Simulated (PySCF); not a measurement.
Species: C4H6BN.
SMILES: `[BH2-]1C=CCC#[N+]1`

The closed-shell ground state was solved at several levels (PySCF, density fitting, gas phase, non-relativistic). Isolated species at its GFN2-xTB geometry, gas phase.

```
        level  basis functions  total energy (Eh)  HOMO (eV)  LUMO (eV)  gap (eV)  dipole (D)
  B3LYP/pcJ-1              222          -235.5781      -6.99      -2.38      4.61        4.74
PBE0/pcSseg-1              132          -235.2406      -7.20      -2.16      5.04        4.73
```

(1) What might CAM-B3LYP/def2-SVPD (168 basis functions) give for the same quantities?

(2) Over all these levels, which gives the widest orbital gap and which the narrowest?

(3) How far do the dipole and the HOMO energy spread over the levels?

Results:

(1) Total energy -235.2605 Eh, HOMO -8.50 eV, LUMO -1.05 eV, gap 7.45 eV, dipole 4.83 D.

(2) CAM-B3LYP/def2-SVPD (range-separated hybrid) has the widest, 7.45 eV, and B3LYP/pcJ-1 (global hybrid, 20 % exact exchange) the narrowest, 4.61 eV. Functional and basis both differ between the two, so the spread mixes both effects.

(3) The dipole runs from 4.73 to 4.83 D (mean 4.77 D) and the HOMO from -8.50 to -6.99 eV.
